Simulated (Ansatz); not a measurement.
Mulliken charges of Cl2CrO2 (`[O]=[Cr](=[O])([Cl])[Cl]`) from ωB97M-V/def2-TZVPP in Ansatz (PBE0-D4/def2-TZVP geometry).

```csv
atom,x (Å),y (Å),z (Å),charge (e)
O1,0.374,-0.066,1.559,-0.328
Cr2,0.089,-0.087,0.050,0.945
O3,0.958,-1.169,-0.608,-0.328
Cl4,-1.942,-0.540,-0.267,-0.144
Cl5,0.571,1.788,-0.775,-0.144
```

Question: By hand: the dipole of these point charges (1 e Å = 4.8032 D).

Answer: Σ q r = (-0.155, 0.143, -0.115) e Å, of length 0.240 e Å = 1.15 D.

Question: How does the dipole of the full density compare? (Estimate.)

Answer: Ansatz gave: (-0.068, 0.062, -0.050) e Å, 0.50 D; the point charges give 2.30 times that, at 0° from its direction.

Point charges leave out the atoms' own dipoles, such as those of lone pairs, and Mulliken's split depends on the basis, so the two needn't agree.
